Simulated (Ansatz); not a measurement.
Job for Ansatz (a program for electronic structure): R-B2PLYP/def2-TZVPPD on CH5FO (a complex). Files ending in .json are basis or fitting sets from the Basis Set Exchange.

Ansatz 0.2 input:
```yaml
crystal:
  periodic: [false, false, false]
  atoms:
    - {symbol: O, position_ang: [-0.12139854, -0.06330217, 0.58278213]}
    - {symbol: H, position_ang: [0.00780982, 0.63656445, -0.06439309]}
    - {symbol: H, position_ang: [-0.47988093, 0.37229124, 1.36722086]}
    - {symbol: C, position_ang: [0.45793045, -0.30037067, 3.80823210]}
    - {symbol: F, position_ang: [-0.47775122, 0.63870646, 3.34951414]}
    - {symbol: H, position_ang: [-0.07371357, -1.05332838, 4.38878364]}
    - {symbol: H, position_ang: [0.94023001, -0.74932363, 2.94149441]}
    - {symbol: H, position_ang: [1.18383523, 0.22148599, 4.43078764]}
basis:
  gaussian:
    orbitals: def2-TZVPPD.json
hamiltonian:
  xc: {name: B2PLYP}
magnetization: {spin_polarized: false}
correlation: {electrons: outside_noble_gas}
scf: {lower_state_search: off}
```

Task: What total energy does the run end on?

Result: -216.1338 hartree.
